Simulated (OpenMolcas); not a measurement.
Os6+ (d2) among equal point charges was computed by CASSCF with the d shell active (OpenMolcas, ANO-RCC-VTZP on the metal). Its lowest spin-free states, and all those of the highest spin:

```json
{"2S+1": "3", "Degeneracy": "2", "E (cm-1)": "0.0"}
{"2S+1": "3", "Degeneracy": "1", "E (cm-1)": "1269"}
{"2S+1": "3", "Degeneracy": "2", "E (cm-1)": "2214"}
{"2S+1": "3", "Degeneracy": "2", "E (cm-1)": "3200"}
{"2S+1": "1", "Degeneracy": "1", "E (cm-1)": "11174"}
{"2S+1": "3", "Degeneracy": "1", "E (cm-1)": "12426"}
{"2S+1": "1", "Degeneracy": "2", "E (cm-1)": "12678"}
{"2S+1": "1", "Degeneracy": "2", "E (cm-1)": "13898"}
{"2S+1": "1", "Degeneracy": "2", "E (cm-1)": "16942"}
{"2S+1": "1", "Degeneracy": "2", "E (cm-1)": "18782"}
{"2S+1": "3", "Degeneracy": "2", "E (cm-1)": "19642"}
{"2S+1": "1", "Degeneracy": "2", "E (cm-1)": "22966"}
```

Question: Is the site octahedral, tetrahedral or cube-like, axial, or of lower symmetry?

Answer: The states with 2S+1 = 3 have orbital degeneracies 2, 1, 2, 2, 1, 2. There are pairs but no triples, so the site is axial: not cubic, but with a proper or improper axis of order three or more. The run had Os6+ among 2 point charges of -0.75 e arranged as a linear pair (D∞h), 2.02 Å from the ion.

Without dynamic correlation the repulsion within the d shell is too large (B by tens of per cent), so at a given field states of lower spin stand too high. The ground term spreads over less than 5000 cm-1, several times less than with real ligands, so orbital moments are less quenched and χT lies further from the spin-only value than at real sites. Point charges carry no covalency, so the field is a model and not that of real ligands. No measured value stands beside these numbers.
